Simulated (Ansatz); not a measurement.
Basis sets compared for Cu(PH3)(NH2) (CuPNH₅). Charge 0, multiplicity 1. Geometry PBE-D4/def2-TZVP. Ansatz on 4 threads of Arm Neoverse N1 on a shared host; times are rough, and most runs start from earlier orbitals.

```xyz
8

Cu   -0.192    0.420   -0.291
P     0.671   -1.330    0.585
H     1.648   -1.164    1.606
H     1.374   -2.320   -0.165
H    -0.175   -2.227    1.296
N    -0.883    1.886   -1.132
H    -1.904    1.949   -1.115
H    -0.538    2.784   -0.783
```

Binding counts from free atoms (Cu doublet, P quartet, H doublet, N quartet) in the same basis, without a counterpoise term.

| level | functions | energy (Eh) | HOMO (eV) | LUMO (eV) | binding per atom (eV) | wall time |
| --- | --- | --- | --- | --- | --- | --- |
| PBE-D4/def2-SVP | 88 | -2038.7676 | -3.59 | -0.87 | 2.87 | 1.1 s |
| PBE0-D4/def2-SVP | 88 | -2038.8010 | -4.72 | -0.04 | 2.76 | 1.5 s |

(1) Estimate the rows for PBE-D4/def2-TZVP, PBE0-D4/def2-TZVP.

Results:

(1) 
```
            level  functions  energy (Eh)  HOMO (eV)  LUMO (eV)  binding per atom (eV)  wall time
 PBE-D4/def2-TZVP        143   -2039.2195      -4.18      -1.38                   2.86      1.6 s
PBE0-D4/def2-TZVP        143   -2039.2397      -5.26      -0.54                   2.76      2.5 s
```
